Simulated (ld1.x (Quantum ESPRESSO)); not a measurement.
## What one change does to a pseudopotential (Br, RRKJ)

Br (Z = 35), norm-conserving RRKJ (Kleinman–Bylander form), made with ld1.x (Quantum ESPRESSO) 7.5 (PBEsol, scalar-relativistic). Core [Ar], reference 3d10 4s1.75 4p5.25. Waves: 4p (bound): rc 1.50 bohr; 3d (bound): rc 0.75 bohr; 4f channel at 0.05 Ry: rc 1.25 bohr; 4s (bound): rc 1.25 bohr. Local part: the s channel. Core correction: none.

All-electron outer shells of the reference configuration (PBEsol, scalar-relativistic, ld1.x):

```json
{"shell": "3s", "level (eV)": "-238.03", "outermost node (bohr)": "0.23", "outermost maximum (bohr)": "0.48"}
{"shell": "3p", "level (eV)": "-173.65", "outermost node (bohr)": "0.21", "outermost maximum (bohr)": "0.48"}
{"shell": "3d", "level (eV)": "-67.10", "outermost node (bohr)": "–", "outermost maximum (bohr)": "0.43"}
{"shell": "4s", "level (eV)": "-20.34", "outermost node (bohr)": "0.67", "outermost maximum (bohr)": "1.41"}
{"shell": "4p", "level (eV)": "-8.01", "outermost node (bohr)": "0.70", "outermost maximum (bohr)": "1.66"}
```

Change: functional BLYP.

Cutoffs: the cutoffs (Ry, on a coarse ladder) from which the occupation-weighted sum of valence levels, in a spherical-Bessel basis at the reference potential, stays within 10 and 1 mRy of its value at 400 Ry; they do not see the model core or the augmentation charge, which bear on the density cutoff. Errors are all-electron minus pseudo energies relative to the spin-unpolarised reference configuration.

Question: What does the change do?

Answer: Both files keep a bound ghost (p); of the 7 tests that both files solve, the error grows in 0 and shrinks in 2 by more than 15 % and 0.3 meV (median size 4.8 → 3.9 meV).

| quantity | base | changed |
| --- | --- | --- |
| cutoff, loose | over 300 Ry | over 300 Ry |
| cutoff, tight | over 300 Ry | over 300 Ry |
| bound ghosts | p | p |
| error for 3d10 4s2 4p5, meV [ΔE -3.08 → -3.09 eV] | 0.0 | +0.1 |
| error for 3d10 4s2 4p4, meV [ΔE 9.48 → 9.31 eV] | -4.8 | -3.9 |
| error for 3d10 4s2 4p3, meV [ΔE 32.25 → 31.93 eV] | -16 | -9.6 |
| error for 3d10 4s2 4p4.5, meV [ΔE 2.00 → 1.91 eV] | -1.5 | -1.4 |
| error for 3d10 4s1 4p5, meV [ΔE 22.49 → 22.36 eV] | -11 | -10 |
| error for 3d10 4s2 4p5.3, meV [ΔE -5.04 → -5.01 eV] | +0.1 | +0.1 |
| error for 3d9 4s2 4p6, meV [ΔE 61.24 → 61.28 eV] | -1432 | -1419 |
| s: phases at 1.65 bohr within 0.05 rad from the reference energy up to (Ry; the scan ends near 5) | to the end of the scan | to the end of the scan |
| p: phases at 1.65 bohr within 0.05 rad from the reference energy up to (Ry; the scan ends near 5) | to the end of the scan | to the end of the scan |
| d: phases at 1.65 bohr within 0.05 rad from the reference energy up to (Ry; the scan ends near 5) | -0.8 | -0.8 |
| f: phases at 1.65 bohr within 0.05 rad from the reference energy up to (Ry; the scan ends near 5) | to the end of the scan | to the end of the scan |

 A true bound ghost makes a file unfit for plane-wave use even where its test errors are small: the radial tests pick states by their node count and pass the ghost by.
